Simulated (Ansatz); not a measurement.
Computed with Ansatz on PBE0-D4/def2-TZVP structures; ΔE is electronic, products minus reactants. CCSD(T)/CBS is the MP2 limit (def2-TZVPP, def2-QZVPP) plus CCSD(T) − MP2 in def2-TZVPP, frozen cores. Functionals use def2-TZVPP. B3LYP here is the variant with VWN-RPA as its local correlation; programs differ in this. For Ge outer-core shells are correlated without core-valence functions, which leaves a few kJ/mol of doubt a bond. Scalar relativity is left out up to krypton. One conformer a species, not always the lowest.

Consider the redistribution: `OB1O[SiH2]1` + `S[SiH2][GeH3]` → `[GeH3][B]1O[SiH2]1` + `O[SiH2]S`.

```csv
level,ΔE (kcal/mol),difference from CCSD(T)/CBS
PBE-D4,11.2,3.5
r2SCAN-D4,9.9,2.2
PBE0-D4,11.2,3.5
ωB97M-V,9.1,1.4
PBE,11.0,3.3
B3LYP,9.3,1.6
SCS-MP2/def2-TZVPP,7.2,-0.5
CCSD(T)/def2-TZVPP,8.0,0.3
HF/CBS(def2),8.7,1.0
CCSD/CBS(def2),7.8,0.1
CCSD(T)/CBS,7.7,0
```

Largest T1 diagnostic among the species: 0.015.

In def2-TZVPP, CCSD(T) changes the Hartree–Fock value by −0.7 kcal/mol (the triples alone add −0.1 kcal/mol) and MP2 by −1.1 kcal/mol.
